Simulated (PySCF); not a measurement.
CH₅Ge₂N, SMILES [CH]1=[N][GeH2][GeH2]1. Geometry optimised at B3LYP-D3(BJ)/def2-SVP. The structure was generated by enumeration, and PubChem lists no compound with its InChIKey, so it may never have been made.

Q: Give the equilibrium geometry at B3LYP-D3(BJ)/def2-SVP (PySCF confirms it by a frequency run) as bond lengths and angles, and its point group. (An estimate is asked for; the answer gives what the named calculation found.)

A: point group Cs.
Atoms: C1 N2 Ge3 Ge4 H5 H6 H7 H8 H9. Bond lengths (Å): C1–N2 1.278, C1–Ge4 2.022, C1–H5 1.108, N2–Ge3 1.927, Ge3–Ge4 2.468, Ge3–H6 1.545, Ge3–H7 1.545, Ge4–H8 1.550, Ge4–H9 1.550. Bond angles (°): N2–C1–Ge4 110.7, N2–C1–H5 120.7, Ge4–C1–H5 128.5, C1–N2–Ge3 104.3, N2–Ge3–Ge4 76.3, N2–Ge3–H6 111.2, N2–Ge3–H7 111.2, Ge4–Ge3–H6 121.6, Ge4–Ge3–H7 121.6, H6–Ge3–H7 109.3, C1–Ge4–Ge3 68.7, C1–Ge4–H8 116.8, C1–Ge4–H9 116.8, Ge3–Ge4–H8 121.1, Ge3–Ge4–H9 121.1, H8–Ge4–H9 107.9.
Charge 0, spin multiplicity 1.
